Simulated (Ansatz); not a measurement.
Reaction (germylene formation by 1,1-elimination): `[OH][Ge]([OH])([SiH3])[Cl]` → `[OH][Ge][OH]` + `[SiH3]Cl`

Isolated molecules relaxed with PBE0-D4/def2-TZVP in Ansatz; ΔE leaves out vibrations. CCSD(T)/CBS adds triple-zeta CCSD(T) − MP2 to the extrapolated MP2 energy (def2 sets, frozen cores). This one scheme is used for every species. Functionals use def2-TZVPP. B3LYP here is the variant with VWN-RPA as its local correlation; programs differ in this. HSE06 is defined as in plane-wave codes. For Ge outer-core shells are correlated without core-valence functions, which leaves a few kJ/mol of doubt a bond. Scalar relativity is left out up to krypton. One conformer a species, not always the lowest.

(1) Is it downhill or uphill in electronic energy at CCSD(T)/CBS, and by how much? (An estimate is asked.)

(2) What do these levels give: LDA (SPW92), B97M-V, HSE06-D4, B2PLYP, BLYP, PBE0, B3LYP, HSE06, BHLYP, CCSD/def2-TZVPP, SCS-MP2/def2-QZVPP, CCSD/CBS(def2)? (Estimate.)

Largest T1 diagnostic among the species: 0.015.

Answers

(1) Computed: Uphill: ΔE = +51.2 kJ/mol.

(2) Ansatz gave: LDA (SPW92) 76.1, B97M-V 60.7, HSE06-D4 67.4, B2PLYP 39.3, BLYP 3.8, PBE0 57.5, B3LYP 22.5, HSE06 58.1, BHLYP 40.6, CCSD/def2-TZVPP 61.5, SCS-MP2/def2-QZVPP 49.7, CCSD/CBS(def2) 48.6 kJ/mol.

The D4 term adds +17.1 kJ/mol with B3LYP and +9.7 kJ/mol with PBE0; it sums over pairs of atoms, weighted by their polarisabilities, and B3LYP, whose exchange is more repulsive, gets the larger term. Leaving LDA and LC-ωPBE aside and taking each functional with its dispersion term where it has one, the values, not all of them listed here, spread over 49.2 kJ/mol, from BLYP-D4 to PBE-QIDH. LDA lies +34.6 kJ/mol from PBE without D4.
